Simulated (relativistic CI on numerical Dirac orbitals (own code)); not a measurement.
# d1 to d9 in one octahedral field

Computed with a parametric ligand-field model without spin-orbit coupling, by exact diagonalisation: B = 530, C = 2100, 10Dq = 34200 cm⁻¹ (Oh; |10Dq|/B = 64.5) for every shell. Energies in cm⁻¹; the field energy is (0.6 n_e − 0.4 n_t2) × 10Dq of the ground term; g labels are left out. So small a B with so large a field is typical of 4d and 5d ions, where spin-orbit coupling, left out here, reaches 1,000 to 4,000 cm⁻¹.

```tsv
Shell	Ground term	Electrons in e	Field energy	First spin-allowed bands	Lowest term of other spin
d1	2T2	0.000	-13680	2E 34200	
d2	3T1	0.007	-27137	3T2 32868, 3T1 39486	1T2 7538
d3	4A2	0.000	-41040	4T2 34200, 4T1 40220	2E 10565
d4	?	?	?	?	?
d5	2T2	0.020	-67722	2A2 31240, 2T1 31432	4T1 23853
d6	1A1	0.015	-81569	1T1 32578, 1T2 40332	3T1 28163
d7	2E	1.010	-61232	2T1 32463, 2T2 32996	4T1 23822
d8	3A2	2.000	-41040	3T2 34200, 3T1 40220	1E 8391
d9	2E	3.000	-20520	2T2 34200
```

Problem. Fill in the row of d4.

Solution. Ground term: 3T1; Electrons in e: 0.010; Field energy: -54374; First spin-allowed bands: 3E 32070, 3T1 32580; Lowest term of other spin: 1T2 6566. Low spin: d4, d5, d6, d7; the other shells keep the spin of the free ion. Only d4 to d7 can choose; the field needed to pair spins is smallest for d6 and largest for d5, which loses most exchange energy. In the strong-field picture 10Dq must exceed about 6B + 5C = 13680 (d4), 7.5B + 5C = 14475 (d5), 2.5B + 4C = 9725 (d6) and 4B + 4C = 10520 (d7); mixing of terms shifts these bounds somewhat.
